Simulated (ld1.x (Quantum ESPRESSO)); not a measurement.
**Sb (Z = 51): one change to a PAW potential, before and after**

antimony, PAW, made with ld1.x (Quantum ESPRESSO) 7.5 (PBEsol, scalar-relativistic). Core [Kr], reference 4d10 5s2 5p3. Waves: 5s (bound): rcut 1.30, rcutus 1.80 bohr; 5s channel at 0.05 Ry: rcut 1.30, rcutus 1.80 bohr; 5p (bound): rcut 1.55, rcutus 2.10 bohr; 5p channel at -0.05 Ry: rcut 1.55, rcutus 2.10 bohr; 4d (bound): rcut 0.80, rcutus 0.95 bohr; 4d channel at -2.05 Ry: rcut 0.80, rcutus 0.95 bohr. Local part: all-electron potential smoothed inside 1.20 bohr (lloc = -1). Core correction: a·sin(br)/r model core inside 0.70 bohr. Augmentation charge: PSQ, inside the norm-conserving radii.

All-electron outer shells of the reference configuration (PBEsol, scalar-relativistic, ld1.x):

| shell | level (eV) | outermost node (bohr) | outermost maximum (bohr) |
| --- | --- | --- | --- |
| 4s | -148.62 | 0.39 | 0.73 |
| 4p | -101.63 | 0.39 | 0.76 |
| 4d | -33.45 | 0.38 | 0.84 |
| 5s | -12.88 | 0.95 | 1.90 |
| 5p | -4.84 | 1.04 | 2.35 |

Change: all radii but the core radius scaled by about 1.37 (s 2.46, p 2.88, d 1.30 bohr, rcut 1.78/2.12/1.10); local potential all-electron potential smoothed inside 1.64 bohr (lloc = -1).

Cutoffs: the cutoffs (Ry, on a coarse ladder) from which the occupation-weighted sum of valence levels, in a spherical-Bessel basis at the reference potential, stays within 10 and 1 mRy of its value at 400 Ry; they do not see the model core or the augmentation charge, which bear on the density cutoff. Errors are all-electron minus pseudo energies relative to the spin-unpolarised reference configuration.

Question: How do hardness, ghosts and transferability respond?

Answer: The potential gets softer (140 Ry and 230 Ry → 90 Ry and 160 Ry); the bound ghosts move from p, s to s; of the 7 tests that both files solve, the error grows in 0 and shrinks in 2 by more than 15 % and 0.3 meV (median size 4.6 → 4.2 meV). A larger radius leaves more room for a smooth pseudo-wave, so fewer plane waves are needed.

| quantity | base | changed |
| --- | --- | --- |
| cutoff, loose | 140 Ry | 90 Ry |
| cutoff, tight | 230 Ry | 160 Ry |
| loose cutoff by channel (10 mRy a level) | s 10 Ry, p 6 Ry, d 100 Ry | s 6 Ry, p 6 Ry, d 55 Ry |
| bound ghosts | s, p | s |
| error for 4d10 5s2 5p2, meV [ΔE 8.34 eV] | -2.6 | -2.1 |
| error for 4d10 5s2 5p1, meV [ΔE 24.36 eV] | -7.7 | -6.7 |
| error for 4d10 5s2 5p0, meV [ΔE 48.80 eV] | -17 | -16 |
| error for 4d10 5s1 5p0, meV [ΔE 93.13 eV] | -40 | -36 |
| error for 4d10 5s2 5p2.5, meV [ΔE 3.27 eV] | -1.0 | -0.9 |
| error for 4d10 5s1 5p3, meV [ΔE 17.11 eV] | -4.6 | -1.9 |
| error for 4d10 5s0 5p5, meV [ΔE 16.49 eV] | -4.0 | +4.2 |
| lowest overlap eigenvalue by channel | s 0.43, p 0.45, d 0.92 | s 0.22, p 0.46, d 0.82 |

 A true bound ghost makes a file unfit for plane-wave use even where its test errors are small: the radial tests pick states by their node count and pass the ghost by.
